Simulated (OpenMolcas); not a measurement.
A run on Fe2+ among 6 point charges of -1.5 e arranged as a trigonal antiprism (D3d), 1.93 Å from the ion, with a polar angle of 53.1° against the regular 54.74°.

```yaml
Program: OpenMolcas 26.06
Method: "SS-CASPT2, IPEA 0.25 Eh, imaginary shift 0.1 Eh (closed shells correlated: 3s 3p)"
Basis: ANO-RCC-VDZP [5s4p2d1f]
Scalar_Hamiltonian: DKH2, point nucleus
Active_space: 6 electrons in 5 orbitals (3d)
State_averaging: 2S+1 = 5 even, 5 roots; 2S+1 = 3 even, 45 roots; 2S+1 = 1 even, 50 roots
Spin-orbit_coupling: RASSI with atomic mean-field integrals over the reference wave functions
```

First CASPT2 step and the start of its output:

```
&CASPT2
Multistate=5 1 2 3 4 5
NoMult
Frozen=2 3
IPEA=0.25
Imaginary=0.1
MaxIter=60
WThr=0.0 0.3 0.05
PrWF=0.5
NoMix
```

```
--- CASPT2 ---
Orbital specifications:
      -----------------------

      Symmetry species                           1   2
                                                ag  au
      Frozen orbitals                            2   3
      Inactive orbitals                          1   3
      Active orbitals                            5   0
      Secondary orbitals                         7  13
      Deleted orbitals                           0   0
      Number of basis functions                 15  19
Type of calculation                        SS-CASPT2
      Fock operator                              state-specific
      IPEA shift                                 0.25
      Real shift                                 0.00
      Imaginary shift                            0.10
      The input orbitals will be transformed to quasi-canonical
Reference energy:       -1275.4736497997
      E2 (Non-variational):      -0.3438199045
      Shift correction:          -0.0001045276
      E2 (Variational):          -0.3439244321
      Total energy:           -1275.8175742319
      Residual norm:              0.0000007649
      Reference weight:           0.93768
      Contributions to the CASPT2 correlation energy
      Active & Virtual Only:         -0.1133193300
      One Inactive Excited:          -0.1583941861
      Two Inactive Excited:          -0.0721063884
Reference energy:       -1275.4736497969
      E2 (Non-variational):      -0.3440017559
      Shift correction:          -0.0001113398
      E2 (Variational):          -0.3441130958
      Total energy:           -1275.8177628926
      Residual norm:              0.0000008000
      Reference weight:           0.93758
      Contributions to the CASPT2 correlation energy
      Active & Virtual Only:         -0.1134523352
...
```

Over all roots the printed reference weights run from 0.49 to 0.94, and roots that are degenerate in the reference spread by up to 4600 cm-1.

Did the run give usable levels, and if not, why?

No. The equations converged, but the reference weight falls to 0.49 for at least one root against 0.94 for the best. A drop of that size marks an intruder state, so the energies of such roots and the levels built on them can't be trusted.
